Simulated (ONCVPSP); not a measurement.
# Reading a pseudo-wave (Rb)

Columns: radius, all-electron u(r) and pseudo u(r) of the 4s shell (level -31.89 eV) of rubidium in the configuration [Ar] 3d10 4s2 4p6 5s1; PBE, scalar-relativistic, ONCV scheme, ONCVPSP 4.0.1.

```csv
r (bohr),all-electron,pseudo
0.138,0.2830,0.1136
0.275,-0.2904,0.2292
0.413,-0.4685,0.3495
0.550,-0.1944,0.4708
0.688,0.2037,0.5893
0.825,0.5431,0.6954
0.963,0.7756,0.7821
1.100,0.9017,0.8408
1.238,0.9452,0.8681
1.375,0.9292,0.8631
1.513,0.8750,0.8291
1.650,0.7998,0.7729
1.788,0.7145,0.7013
1.925,0.6282,0.6229
2.062,0.5453,0.5437
2.200,0.4680,0.4677
2.338,0.3985,0.3984
2.475,0.3375,0.3375
2.613,0.2840,0.2839
2.750,0.2382,0.2382
2.888,0.1989,0.1989
3.025,0.1658,0.1658
3.162,0.1378,0.1378
3.300,0.1142,0.1142
3.438,0.0944,0.0944
3.575,0.0780,0.0780
```

Task: How many radial nodes do the two functions have?

Result: The all-electron 4s function has n − l − 1 = 3 (the table is too coarse to show those close to the nucleus); the pseudo-wave has 0, since the states of the same l below it are removed with the core.

Task: At about which radius was the pseudo-wave matched?

Result: 2.70 bohr. The columns agree to 0.0005 from 2.20 bohr on; several derivatives are matched, so the curves merge somewhat inside the radius.

Task: Where does each function peak?

Result: Outermost all-electron maximum near 1.24 bohr, pseudo maximum near 1.24 bohr (to the table’s step).

Task: Is the pseudo-wave norm-conserving?

Result: Yes: the ONCV scheme keeps the norm inside the radius equal to the all-electron one, which fixes the energy derivative of the logarithmic derivative at the level.
